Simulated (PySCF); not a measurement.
C5H11OPSi.
SMILES: `C#C[P@](=O)(CC)C[SiH3]`

Torsions of this conformer, `[CH:1]#[C:2][P@:3](=[O:4])([CH2:5][CH3:6])[CH2:7][SiH3:8]`: C2–P3–C5–C6 -54°, C2–P3–C7–Si8 -166°.

The closed-shell ground state was solved at several levels (PySCF, density fitting, gas phase, non-relativistic). One conformer (not necessarily the lowest) at the PBE0-D3(BJ)/def2-SVP geometry, without solvent, vibrations or thermal averaging.

```json
{"level": "PBE0/def2-SVPD", "basis functions": "259", "total energy (Eh)": "-902.2232", "HOMO (eV)": "-7.74", "LUMO (eV)": "-0.50", "gap (eV)": "7.24", "dipole (D)": "4.54"}
{"level": "HF/pcSseg-1", "basis functions": "205", "total energy (Eh)": "-900.1533", "HOMO (eV)": "-11.08", "LUMO (eV)": "3.38", "gap (eV)": "14.46", "dipole (D)": "5.00"}
```

Problem. Estimate the row for PBE0/pcSseg-1, a basis of 205 functions; the other rows only guide the guess.

Solution. Total energy -902.5456 Eh, HOMO -7.69 eV, LUMO -0.41 eV, gap 7.28 eV, dipole 4.43 D.

Problem. Over all these levels, which gives the widest orbital gap and which the narrowest?

Solution. HF/pcSseg-1 (Hartree–Fock, all exact exchange) has the widest, 14.46 eV, and PBE0/def2-SVPD (global hybrid, 25 % exact exchange) the narrowest, 7.24 eV. Functional and basis both differ between the two, so the spread mixes both effects. The HOMO need not be the same orbital at Hartree–Fock and at DFT levels.

Problem. How far do the dipole and the HOMO energy spread over the levels?

Solution. The dipole runs from 4.43 to 5.00 D (mean 4.66 D) and the HOMO from -11.08 to -7.69 eV.
